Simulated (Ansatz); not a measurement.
Gas-phase electronic energies from Ansatz, PBE0-D4/def2-TZVP geometries. CBS: MP2 limit from def2 TZ/QZ plus the TZ coupled-cluster correction, frozen cores. This one scheme is used for every species. Functionals use def2-TZVPP. B3LYP here is the variant with VWN-RPA as its local correlation; programs differ in this. HSE06 is defined as in plane-wave codes. def2 core potentials past Kr. For I outer-core shells are correlated without core-valence functions, which leaves a few kJ/mol of doubt a bond. One conformer a species, not always the lowest.

Consider the ligand exchange at the Si–S bond: `N[Si](O)(O)S` + HI → `N[Si](O)(O)I` + H₂S.

Task: Is it downhill or uphill in electronic energy at CCSD(T)/CBS, and by how much? (Estimate.)

Result: Ansatz gave: Downhill: ΔE = -25.9 kJ/mol.

Task: What do these levels give: LDA (SPW92), revPBE-D4, PBE-QIDH, PBE0, B3LYP, r2SCANh, HSE06, BHLYP, HF/def2-SVP, HF/def2-TZVPP, SCS-MP2/def2-QZVPP, CCSD/CBS(def2)? (Estimate.)

Result: Ansatz gave: LDA (SPW92) -19.5, revPBE-D4 -21.6, PBE-QIDH -24.3, PBE0 -22.8, B3LYP -21.3, r2SCANh -22.8, HSE06 -23.1, BHLYP -22.0, HF/def2-SVP -22.7, HF/def2-TZVPP -24.8, SCS-MP2/def2-QZVPP -27.0, CCSD/CBS(def2) -26.0 kJ/mol.

Largest T1 diagnostic among the species: 0.011.

At CCSD(T), def2-SVP lies +6.1 kJ/mol from the extrapolated value and def2-TZVPP +5.6 kJ/mol. Leaving LDA and LC-ωPBE aside and taking each functional with its dispersion term where it has one, the values, not all of them listed here, spread over 8.5 kJ/mol, from BHLYP-D4 to B97M-V.
